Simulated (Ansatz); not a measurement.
`CO[SiH](C)[SiH3]` + H₂S → `CO[SiH]([SiH3])S` + CH₄  (ligand exchange at the Si–C bond)

Isolated molecules relaxed with PBE0-D4/def2-TZVP in Ansatz; ΔE leaves out vibrations. CCSD(T)/CBS adds triple-zeta CCSD(T) − MP2 to the extrapolated MP2 energy (def2 sets, frozen cores). This one scheme is used for every species. Each species was taken in one conformer, which may not be the lowest.

```csv
species,CCSD/CBS(def2) energy (Eh)
`CO[SiH](C)[SiH3]`,-735.45420
H₂S,-398.96478
`CO[SiH]([SiH3])S`,-1093.99212
CH₄,-40.45584
```

Question: Work out ΔE.

Answer: ΔE = (-1093.99212) + (-40.45584) − (-735.45420) − (-398.96478) = -0.02898 Eh = -76.1 kJ/mol. CCSD(T)/CBS gives -78.1 kJ/mol.

Largest T1 diagnostic among the species: 0.012.
